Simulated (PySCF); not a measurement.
CH₂I, SMILES I[CH2] (connectivity only; charge and spin as stated), charge +1, multiplicity 1.

Geometry optimised at PBE-D3(BJ)/def2-TZVP. The multiplicity is an assumed one; other spin states were not compared. The isomer is the one that the SMILES or the coordinates give; other isomers of the formula were not compared. The def2 effective core potentials stand for the cores of I; spin–orbit coupling is left out.

Computed with PySCF with M06-2X/def2-TZVPD.

Symmetry labels are those of the subgroup C2v that the program uses (full group C2v).

Computed valence orbital energies around the gap with their symmetry:
```tsv
orbital	symmetry	energy (eV)
HOMO−7	A2	-63.73
HOMO−6	A1	-63.68
HOMO−5	A1	-30.84
HOMO−4	A1	-26.47
HOMO−3	B2	-21.59
HOMO−2	A1	-19.45
HOMO−1	B1	-16.88
HOMO	B2	-15.59
LUMO	B1	-9.64
LUMO+1	A1	-5.86
LUMO+2	A1	-3.82
LUMO+3	B2	-3.08
```
